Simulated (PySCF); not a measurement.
Correlation energy of Cl³⁺ (chlorine, charge +3)

[Ne] 3s2 3p2, high-spin 3P determinant. Calculation: PySCF 2.14, in def2-TZVP (5s5p2d1f, 37 functions); the non-relativistic Hamiltonian (point nucleus). Frozen: [Ne]; 4 electrons correlated.

MP2 pair energies summed by pair of shells (mhartree):

| pair | energy | share (%) |
| --- | --- | --- |
| 3s-3p | -44.25 | 63.1 |
| 3s-3s | -18.43 | 26.3 |
| 3p-3p | -7.44 | 10.6 |

Total MP2 correlation energy: -70.12 mhartree.

Same-spin part -11.43 and opposite-spin part -58.69 mhartree; SCS-MP2 scales them by 1/3 and 6/5 to -74.24 mhartree.

```csv
level,correlation energy (mhartree)
CCSD,-94.23
(T),-2.01
CCSD(T),-96.24
```

Diagnostics: T1 = 0.0076, D1 = 0.0200, largest double amplitude 0.104.

Is a single reference adequate?

Mostly. T1 lies below 0.03, but a double amplitude of this size points to a near-degeneracy that CCSD handles and MP2 describes poorly.
